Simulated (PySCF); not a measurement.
A small calculation by hand: oscillator strength and radiative lifetime

FH6N3Si, SMILES N[Si](F)(N)N.

Geometry: PBE0-D3(BJ)/def2-SVP. One conformer was computed; it need not be the lowest.

TDDFT-PBE/def2-SVPD (PySCF 2.14.0) puts the first singlet state with f over 0.02 at 5.32 eV (vertical), with the transition dipole (0.000, 0.000, -0.466) in atomic units.

Q: Find the oscillator strength, the wavelength and the radiative lifetime that this transition would have in vacuum if emission retraced absorption.

A: 
|μ|² = 0.2172 au, so |μ| = 1.18 D. ΔE = 5.32/27.211 = 0.1955 hartree. f = (2/3) ΔE |μ|² = 0.028 (the program prints 0.028).
λ = 1239.84/5.32 = 233 nm; ν = 42909 cm⁻¹.
Einstein's coefficient A = 0.6670 ν² f s⁻¹ (ν in cm⁻¹) = 3.5e7 s⁻¹, so τ = 1/A = 29 ns. This state is S1. The figure is the radiative limit of this one transition; relaxation, internal conversion, crossing to triplets and a medium change what is measured.
